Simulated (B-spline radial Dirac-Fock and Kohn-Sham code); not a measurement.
Kohn-Sham estimates against Dirac-Fock for the levels of Dy³⁺

System: Dy³⁺, 1s2 2s2 2p6 3s2 3p6 3d10 4s2 4p6 4d10 4f9 5s2 5p6.

The density-functional columns are spherical, spin-unpolarised Dirac-Kohn-Sham results without Breit or QED terms: −ε is minus the orbital energy of the initial state and ΔSCF the difference of two total energies. The reference in the last column comes from Dirac-Fock (average of configuration) total-energy differences with a finite nucleus, the Breit interaction including its frequency dependence, and self-energy and vacuum-polarisation corrections. All numbers are from an atomic code on a B-spline grid, in eV; a selection of levels is shown. For the 1s level of heavy atoms much of the gap between ΔSCF and the reference is the Breit and QED part, -238.7 eV here; for other levels the error of the functional can be larger.

| level | PBE −ε | PBE ΔSCF | LDA −ε | LDA ΔSCF | Dirac-Fock |
| --- | --- | --- | --- | --- | --- |
| K (1s) | 53622.8 | 54100.7 | 53573.6 | 54050.0 | 53823.5 |
| L1 (2s) | 8952.2 | 9038.6 | 8945.4 | 9032.1 | 9091.3 |
| L2 (2p1/2) | 8516.2 | 8626.5 | 8513.3 | 8623.6 | 8619.4 |
| L3 (2p3/2) | 7716.1 | 7814.3 | 7714.1 | 7812.4 | 7828.4 |
| M1 (3s) | 2018.6 | 2044.4 | 2016.7 | 2042.6 | 2089.2 |
| M2 (3p1/2) | 1828.3 | 1855.8 | 1827.5 | 1855.1 | 1884.7 |
| M3 (3p3/2) | 1662.1 | 1687.6 | 1661.6 | 1687.3 | 1717.9 |
| M4 (3d3/2) | 1334.8 | 1365.1 | 1334.9 | 1365.3 | 1370.7 |
| M5 (3d5/2) | 1298.5 | 1328.1 | 1298.7 | 1328.3 | 1335.2 |
| N1 (4s) | 425.6 | 437.8 | 424.7 | 436.9 | 460.3 |
| N2 (4p1/2) | 350.4 | 362.5 | 350.1 | 362.2 | 378.5 |
| N3 (4p3/2) | 313.2 | 324.9 | 312.7 | 324.4 | 341.3 |
| N4 (4d3/2) | 189.4 | 200.8 | 189.4 | 200.8 | 205.6 |
| N5 (4d5/2) | 182.6 | 193.9 | 182.6 | 193.9 | 198.9 |
| N6,7 (4f) | 34.63 | 44.59 | 34.98 | 44.95 | 40.59 |
| O1 (5s) | 78.17 | 85.96 | 78.46 | 86.26 | 88.23 |
| O2 (5p1/2) | 57.25 | 64.51 | 57.55 | 64.84 | 62.82 |
| O3 (5p3/2) | 52.09 | 59.04 | 52.32 | 59.30 | 57.60 |

Q: Order the estimates of the K (1s) level by their distance from the Dirac-Fock value, nearest first.
A. LDA −ε
B. PBE −ε
C. PBE ΔSCF
D. LDA ΔSCF

A: B (200.7 eV), D (226.5 eV), A (249.9 eV), C (277.2 eV).

An eigenvalue near the reference for a deep level is a cancellation of errors: it lacks relaxation, carries self-interaction and omits Breit and QED terms.

Values without a named source are computed, but for edge energies of neutral atoms, which are taken from tables.
